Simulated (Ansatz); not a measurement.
## A substitution series on Sn: F to Cl

On one Sn centre that keeps SiH3, n of the F ligands are replaced by Cl. The HOMO–LUMO gap y in eV at wB97X-V/def2-TZVPP. Shapes, held fixed at every level: PBE0-D4/def2-TZVP. Programs: Ansatz 0.2.0.

| molecule | n | y (eV) |
| --- | --- | --- |
| Sn(SiH3)F3 | 0 | 12.02 |
| Sn(SiH3)ClF2 | 1 | 11.50 |
| Sn(SiH3)Cl2F | 2 | ? |
| SiH3(SnCl3) | 3 | 10.76 |

Q: Fit y = c + s·n to the known rows and predict Sn(SiH3)Cl2F.

A: 
1. Means of the 3 rows: n = 1.33333, y = 11.427.
2. Σ(Δn)² = 4.6667, Σ(Δn·Δy) = -1.9267, so the slope is -1.9267/4.6667 = -0.41286.
3. Intercept: 11.427 − (-0.41286) × 1.33333 = 11.977. The largest residual of the fit is 0.064.
4. Sn(SiH3)Cl2F: 11.977 + (-0.41286) × 2 = 11.15 eV.

The run gave 11.10 eV, so the prediction is off by +0.05 eV, within the scatter of the fit. The step per swap changes from -0.52 to -0.34 eV along the series, so a line misses the bend. Other levels give for Sn(SiH3)Cl2F: B3LYP-D4/def2-TZVPP 6.28; BHLYP-D4/def2-TZVPP 8.83 eV. Orbital gaps aren't excitation energies, and the LUMO depends on the basis. For atoms past krypton def2 sets carry core potentials with scalar relativity.
